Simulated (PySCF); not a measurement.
**C₆ coefficients of unlike pairs at PBE**

Calculated with PySCF 2.14 from the dipole response of each species, C₆(A,B) = (3/π) ∫ α_A(iu) α_B(iu) du, in atomic units, from isotropic polarisabilities. For ions this is the dispersion term alone; charge-induced terms of lower order in 1/R come first.

```tsv
species	configuration	basis	relativity	α (bohr³)	C₆ (like pair)
Cl	[Ne] 3s2 3p5 (2P)	aug-cc-pVQZ-DK (7s6p4d3f2g)	spin-free X2C	15.64	99.95
I	[Kr] 4d10 5s2 5p5 (2P)	aug-cc-pwCVTZ-PP with ECP28MDF (8s7p6d4f1g)	core potential	34.26	377.1
Bi	[Xe] 4f14 5d10 6s2 6p3 (4S)	aug-cc-pVTZ-PP with ECP60MDF (6s5p4d2f)	core potential	55.39	664.2
F²⁺	[He] 2s2 2p3 (4S)	aug-cc-pCVTZ-DK with one added diffuse shell each of s, p, d, f type (8s7p5d3f)	spin-free X2C	1.249	1.596
```

Problem. Estimate C₆ for Bi with I.

Solution. The integral gives 494.2. The combination rule 2 C_A C_B / (C_A α_B/α_A + C_B α_A/α_B) gives 490.9 and the geometric mean 500.5.

No spin-orbit coupling is included, so Bi, close to jj coupling, stand for model states.

The other pairs:

```json
{"pair": "I, Cl", "C₆": "193.1"}
{"pair": "F²⁺, Bi", "C₆": "26.25"}
{"pair": "Bi, Cl", "C₆": "249.3"}
{"pair": "F²⁺, Cl", "C₆": "11.39"}
{"pair": "F²⁺, I", "C₆": "21.39"}
```
